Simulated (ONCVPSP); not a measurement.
What the settings do to the ONCV potential of Sr

Base potential:

```
Element                 : strontium
Generator               : ONCVPSP 4.0.1
Type                    : optimised norm-conserving Vanderbilt (ONCV)
Functional              : LDA (Perdew-Wang 92)
Relativity              : non-relativistic
Frozen core             : [Ar] 3d10
Valence charge          : 10
Reference configuration : 4s2 4p6 5s1.75 5p0.25
Partial waves           : 4s+5s: rc 2.05 bohr, ncon 4, nbas 8, qcut 4.7 1/bohr, 2 projectors; 4p+5p: rc 2.75 bohr, ncon 4, nbas 7, qcut 5.6 1/bohr, 3 projectors, debl 0.6 Ha; d scattering state at 0.22 Ha: rc 2.55 bohr, ncon 3, nbas 7, qcut 4.1 1/bohr, 2 projectors, debl 1.7 Ha
Local potential         : polynomial inside 1.85 bohr (lpopt 5, dvloc0 3 Ha)
Core correction         : Teter function, fcfact 4.75, rcfact 1
```

In the d channel the program set the typed energies aside and used 0.050, 1.750 Ha.

All-electron outer shells of the reference configuration (LDA (PZ), non-relativistic, ld1.x):

| shell | level (eV) | outermost node (bohr) | outermost maximum (bohr) |
| --- | --- | --- | --- |
| 3d | -131.30 | – | 0.38 |
| 4s | -39.91 | 0.61 | 1.21 |
| 4p | -23.28 | 0.62 | 1.33 |
| 5s | -3.76 | 1.68 | 3.67 |
| 5p | -1.52 | 1.96 | 4.83 |

Cutoffs, loose and tight: the cutoffs (Ha) at which the residual kinetic energy of the hardest occupied pseudo-wave falls to 1 and 0.1 mHa per electron. They do not see the model core or the augmentation charge, which bear on the density cutoff. Test errors are all-electron minus pseudo excitation energies from the reference, over the configurations 4s2 4p6 5s2 5p0; 4s2 4p6 5s1 5p0; 4s2 4p6 5s0 5p0; 4s2 4p6 4d0.5 5s1.5 5p0. A dash means not determined; rows that change the core or the reference have their own tests.

| change | outcome | cutoff, loose | cutoff, tight | bound ghosts | GHOST(+) flags above zero | largest test error (meV) |
| --- | --- | --- | --- | --- | --- | --- |
| base | generated, projector energies reset by the program | 9.0 Ha | 15 Ha | none | none | -1.3 |
| scalar-relativistic | generated, projector energies reset by the program | 8.9 Ha | 14 Ha | none | none | -2.5 |
| core correction Teter function, fcfact 3.7, rcfact 1 | generated, projector energies reset by the program | 9.0 Ha | 15 Ha | none | none | -1.2 |
| p: ncon 5, nbas 8 | generated, projector energies reset by the program | 9.0 Ha | 15 Ha | none | none | -1.3 |
| local potential polynomial inside 1.30 bohr (lpopt 5, dvloc0 3 Ha) | generated, projector energies reset by the program | 9.0 Ha | 15 Ha | none | none | -1.3 |
| local potential polynomial inside 1.85 bohr (lpopt 5, dvloc0 4.5 Ha) | generated, projector energies reset by the program | 9.0 Ha | 15 Ha | none | p | -1.2 |
| p: qcut 8.3 | generated, projector energies reset by the program | 9.0 Ha | 15 Ha | none | none | -1.4 |
| d: rc 2.62 | generated, projector energies reset by the program | 9.0 Ha | 15 Ha | none | none | -1.3 |
| core correction none | generated, projector energies reset by the program | 9.0 Ha | 15 Ha | none | none | +0.9 |
| core [Kr], valence charge 2; reference 5s2; waves now 5s: rc 3.75 bohr, ncon 4, nbas 7, qcut 1.5 1/bohr, 2 projectors, debl 1.9 Ha; p scattering state at 0.02 Ha: rc 3.45 bohr, ncon 4, nbas 8, qcut 2.8 1/bohr, local; d scattering state at 0.18 Ha: rc 4.00 bohr, ncon 4, nbas 9, qcut 2 1/bohr, 1 projector; local potential the p channel | generated, projector energies reset by the program | 2.1 Ha | 7.0 Ha | none | s | +34 |
| p: nproj 2 | generated, projector energies reset by the program | 9.0 Ha | 15 Ha | none | none | -1.3 |

Problem. What comes out with this change to the base: all radii but the core radius scaled by about 1.17 (s 2.40, p 3.22, d 2.98 bohr); local potential polynomial inside 2.16 bohr (lpopt 5, dvloc0 3 Ha)?

Solution. outcome: generated, projector energies reset by the program; cutoff, loose: 7.4 Ha; cutoff, tight: 9.0 Ha; bound ghosts: none; GHOST(+) flags above zero: none; largest test error (meV): -2.6.
